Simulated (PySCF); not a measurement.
## Argon: highly charged ions in a basis for the neutral atom

Ar⁹⁺ [He] 2s2 2p5, Ar¹⁰⁺ [He] 2s2 2p4. Computed with PySCF 2.14 in cc-pV(T+d)Z (5s4p3d1f, 39 functions), with no relativity, point nucleus. No spin-orbit coupling, so a gap to NIST mixes the basis error with missing relativistic terms.

Changed run: basis of the neutral atom used for a highly charged ion. This setting is unsound on purpose.

```tsv
species	method	sound run (hartree)	changed run (hartree)	converged
Ar⁹⁺	UHF	not run	-490.43600	yes
Ar⁹⁺	LDA	not run	-489.12596	yes
Ar⁹⁺	PBE0	not run	-490.62214	yes
Ar¹⁰⁺	UHF	not run	-472.77963	yes
Ar¹⁰⁺	LDA	not run	-471.41762	yes
Ar¹⁰⁺	PBE0	not run	-472.90841	yes
```

Ionisation energy of Ar⁹⁺:

```csv
method,changed run (eV),NIST (eV)
UHF,480.45,479.76 ± 0.12
LDA,481.87,479.76 ± 0.12
PBE0,482.02,479.76 ± 0.12
```

The contracted functions were made for the neutral atom and can be too rigid for a highly charged ion.
